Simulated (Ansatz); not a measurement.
**Pulling the pair apart**

The pair of NH3 (SMILES N, atoms 1–4) and GeH4 (SMILES [GeH4], atoms 5–9), both closed shells, in one local arrangement (a lower one may exist), relaxed at PBE0-D4/def2-TZVP:

N1  (-0.281, 0.227, -1.654)
H2  (0.402, 0.849, -2.069)
H3  (-0.235, -0.648, -2.161)
H4  (-1.195, 0.626, -1.828)
Ge5  (0.258, -0.208, 1.519)
H6  (1.610, 0.025, 0.835)
H7  (-0.653, 1.014, 1.357)
H8  (0.514, -0.417, 3.028)
H9  (-0.420, -1.469, 0.973)
(Å)

GeH4 is shifted rigidly along the line between the mean atom positions of the two fragments (negative: closer). Counterpoise interaction energies in kJ/mol. Program: Ansatz 0.2.0. Basis: def2-TZVPPD. Cores are frozen in the correlated methods. Filled d shells of the heavier atoms are correlated. The def2 sets are not built for correlating such inner shells, so the correlated values are less sure here.

```
shift (Å)  PBE0-D4  wB97M-V  r2SCAN-D4
    -0.32     -4.2     -4.3       -3.0
    -0.16     -7.2     -7.4       -6.2
     0.00     -8.4     -8.5       -7.4
     0.16     -8.4     -8.5       -7.5
     0.39     -7.6     -7.5       -6.8
     0.81     -5.3     -5.0       -4.6
     1.62     -2.1     -2.1       -1.9
     3.25     -0.3     -0.4       -0.3
```

Question: What does CCSD(T) give at these shifts? (An estimate is asked for; the value comes from the calculation.)

Answer: The calculation gives: -1.0, -4.8, -6.5, -7.0, -6.5, -4.7, -2.0, -0.4 kJ/mol. For zero shift, CCSD(T) at an estimated basis limit (MP2 extrapolated from triple and quadruple zeta, plus CCSD(T) − MP2 in triple zeta) gives -7.4 kJ/mol. These are counterpoise interaction energies, counted from the two frozen fragments.

The T1 diagnostic stays at or below 0.011.

For scale, one of the runs: CCSD(T)/def2-TZVPPD, 210 basis functions, launched by `ansatz run in.yaml --threads 4 --pin off --events-out ev --progress --plain --max-ram 9574MiB`. Time: 51 s of wall clock on 4 CPU threads of an Arm Neoverse V2; the host was shared. Peak host memory: 2.9 GiB.
